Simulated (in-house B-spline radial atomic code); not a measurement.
Settings and results of a run for the lead ion Pb²⁺ (an excited or competing configuration). Method: Dirac-Hartree-Fock, average of configuration, Fermi nucleus of rms radius 5.5012 fm. Calculated with a B-spline radial code for spherical atoms.

Command:
```bash
python run_scf.py task.json out
```
Settings (nuclear radius in fm, mass in u):
```
Z                82
configuration    [Xe] 4f13 5d10 6s2 9p1
hamiltonian      dirac
method           hf
spin_polarised   False
nucleus          fermi
rms_radius       5.5012
atomic_mass      207.97665
speed_of_light   137.035999084
```

Output (hartree, bohr):
```
 radial grid: 81 intervals, B-splines of order 8, outer radius 60 bohr

 iter        energy (Eh)    residual
    1      -20906.234927    1.05e+00
    2      -20907.117552    4.40e-02
    3      -20907.128684    2.02e-02
    4      -20907.130767    9.36e-03
    5      -20907.131401    1.01e-03
    6      -20907.131424    1.87e-04
    7      -20907.131425    4.64e-05
    8      -20907.131426    5.18e-06
    9      -20907.131426    2.46e-06
   10      -20907.131426    2.27e-07

 total energy                    -20907.13143
 kinetic                           24304.3366
 electron-nucleus                 -52777.6489
 electron-electron                  7566.1809

 first-order corrections (not in the total)
   Gaunt                            27.7057
   retardation                      -2.9384
   frequency dependence             -0.5635
   self-energy                      20.9772
   Uehling                          -4.4528
   Wichmann-Kroll                    0.2050
   recoil                            0.0329

 orbital      occ     eigenvalue          <r>       <r^2>       <1/r>       r_max    small
 1s1/2      2.000     -3257.5879    0.0160541 0.000357428     101.241    0.009847  9.78e-02
 2s1/2      2.000      -589.6439     0.066886    0.005362     25.0489     0.05735  2.26e-02
 2p1/2      2.000      -565.2326    0.0549541  0.00378534     24.9589     0.04205  2.26e-02
 2p3/2      4.000      -484.6557     0.063834  0.00496362     19.9534     0.04972  1.99e-02
 3s1/2      2.000      -145.5883     0.173682   0.0346595     9.19917      0.1612  7.62e-03
 3p1/2      2.000      -134.6311     0.164404   0.0315816      9.0962      0.1504  7.55e-03
 3p3/2      4.000      -116.4228     0.180506   0.0378614     7.79356      0.1658  6.77e-03
 3d3/2      4.000       -98.6290     0.157083   0.0289707     7.67352       0.129  6.63e-03
 3d5/2      6.000       -94.7910     0.161972   0.0306744       7.383      0.1332  6.42e-03
 4s1/2      2.000       -35.6967     0.382972    0.165556     3.90058      0.3623  2.61e-03
 4p1/2      2.000       -30.9113     0.384456    0.168156      3.7895      0.3603  2.52e-03
 4p3/2      4.000       -26.3623     0.416865    0.197432     3.35925      0.3905  2.24e-03
 4d3/2      4.000       -18.5615     0.421153    0.204678     3.16138      0.3821  2.04e-03
 4d5/2      6.000       -17.6994      0.43176    0.214882     3.06065      0.3915  1.96e-03
 5s1/2      2.000        -7.4862     0.852033    0.812425     1.61187      0.7875  6.89e-04
 5p1/2      2.000        -5.7479     0.908005    0.928247     1.49458      0.8245  6.08e-04
 5p3/2      4.000        -4.8619     0.989752     1.10285     1.34067       0.895  5.23e-04
 4f5/2      5.571        -7.6045     0.442061    0.232383     2.73003      0.3464  1.61e-03
 4f7/2      7.429        -7.4090     0.447797    0.238343     2.69218      0.3508  1.57e-03
 5d3/2      4.000        -2.3158      1.19576     1.63963     1.09217       1.021  3.62e-04
 5d5/2      6.000        -2.2020      1.23531     1.75004     1.05216       1.052  3.39e-04
 6s1/2      2.000        -1.4763      2.08131     4.84284    0.618743       1.869  1.29e-04
 9p1/2      0.333        -0.1522      14.5729     236.723   0.0926114        15.6  6.63e-06
 9p3/2      0.667        -0.1472      15.0817     253.495   0.0892922       16.18  6.24e-06
```

Time taken, with all properties: 1.3 s on 1 thread of Intel(R) Xeon(R) 6975P-C (shared host).

For the Dirac Hamiltonian the kinetic term is c α·p + (β - 1)c².
